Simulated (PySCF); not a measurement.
**Energy of Ir (iridium, neutral) between two integer charges**

The 6s beta orbital of [Xe] 4f14 5d7 6s2 is emptied in steps (occupation f), with all orbitals relaxed, ending at [Xe] 4f14 5d7 6s1. All numbers are calculated (PySCF 2.14, a scalar-relativistic core potential, in def2-TZVPPD with the def2 core potential (60 electrons) (6s5p3d2f1g, 59 functions)). The exact energy is a straight line in f; departures are measured from the line between the end points of the same method.

```json
{"f": "1", "UHF (eV)": "0.000", "LDA (eV)": "0.000", "PBE (eV)": "0.000"}
{"f": "0.8", "UHF (eV)": "0.041", "LDA (eV)": "-0.532", "PBE (eV)": "-0.521"}
{"f": "0.6", "UHF (eV)": "0.060", "LDA (eV)": "-0.801", "PBE (eV)": "-0.787"}
{"f": "0.4", "UHF (eV)": "0.058", "LDA (eV)": "-0.804", "PBE (eV)": "-0.793"}
{"f": "0.2", "UHF (eV)": "0.037", "LDA (eV)": "-0.538", "PBE (eV)": "-0.534"}
{"f": "0", "UHF (eV)": "0.000", "LDA (eV)": "0.000", "PBE (eV)": "0.000"}
```

Problem. For PBE, how does the orbital energy at f = 1 compare with the removal energy?

Solution. −ε = 5.672 eV against a total-energy difference of 8.903 eV. By Janak's theorem ε = ∂E/∂f, so the gap between them reflects the curvature. Along the path −ε is 6.933 (f = 0.8), 8.217 (f = 0.6), 9.530 (f = 0.4), 10.882 (f = 0.2) eV.

```json
{"method": "UHF", "E(f=0) − E(f=1) (eV)": "7.023", "−ε at f=1 (eV)": "7.291", "−ε at f=0.4 (eV)": "6.965"}
{"method": "LDA", "E(f=0) − E(f=1) (eV)": "9.337", "−ε at f=1 (eV)": "6.029", "−ε at f=0.4 (eV)": "9.993"}
{"method": "PBE", "E(f=0) − E(f=1) (eV)": "8.903", "−ε at f=1 (eV)": "5.672", "−ε at f=0.4 (eV)": "9.530"}
```

Reference removal energy between the ground levels: 8.967 eV (measured; NIST Atomic Spectra Database, ionization energies). The calculation has no spin-orbit coupling. UHF lacks correlation.
